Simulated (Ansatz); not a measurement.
`[Cl][SnH2][I]` + HBr → `[Cl][SnH2][Br]` + HI at 298.15 K and 1 bar (ligand exchange at the Sn–I bond).

Isolated molecules relaxed with PBE0-D4/def2-TZVP in Ansatz; ΔE leaves out vibrations. CBS: MP2 limit from def2 TZ/QZ plus the TZ coupled-cluster correction, frozen cores. def2 core potentials past Kr. For Br, I, Sn outer-core shells are correlated without core-valence functions, which leaves a few kJ/mol of doubt a bond. Scalar relativity is left out up to krypton.

| species | CCSD(T)/CBS energy (Eh) | H − E (kJ/mol) | S (J/(mol·K)) |
| --- | --- | --- | --- |
| `[Cl][SnH2][I]` | -972.52417 | 57.2 | 340.2 |
| HBr | -2573.91920 | 24.6 | 198.6 |
| `[Cl][SnH2][Br]` | -3248.40375 | 57.5 | 331.9 |
| HI | -298.03592 | 22.7 | 206.5 |

H − E and S are ideal-gas, rigid-rotor, harmonic terms from PBE0-D4/def2-TZVP. 1 Eh = 2625.50 kJ/mol, R = 8.31446 J/(mol·K).

Task: By hand: ΔE, ΔH, ΔS and ΔG.

Result: ΔE = (-3248.40375) + (-298.03592) − (-972.52417) − (-2573.91920) = 0.00370 Eh = 9.7 kJ/mol. Δ(H − E) = 57.5 + 22.7 − 57.2 − 24.6 = -1.6, so ΔH = 8.1 kJ/mol. ΔS = 331.9 + 206.5 − 340.2 − 198.6 = -0.4 J/(mol·K). ΔG = 8.1 − 298.15 × (-0.4)/1000 = 8.2 kJ/mol.

Task: By hand: the equilibrium constant, and the temperature at which ΔG would vanish if ΔH and ΔS stayed fixed.

Result: log₁₀ K = −ΔG/(RT ln 10) = -1.4. ΔH and −TΔS have one sign here, so there is no such temperature.

The number of gas molecules stays the same, so ΔS is small and ΔH decides. A doubt of 5 kJ/mol in ΔE shifts log₁₀ K by 0.9 here. These are equilibria of isolated gas molecules and say nothing of rates. Largest T1 diagnostic: 0.010 (customary marks: 0.02 for closed shells, 0.045 for open ones).

ΔS is within the doubt of such terms, so its sign, and with it that verdict, could turn.
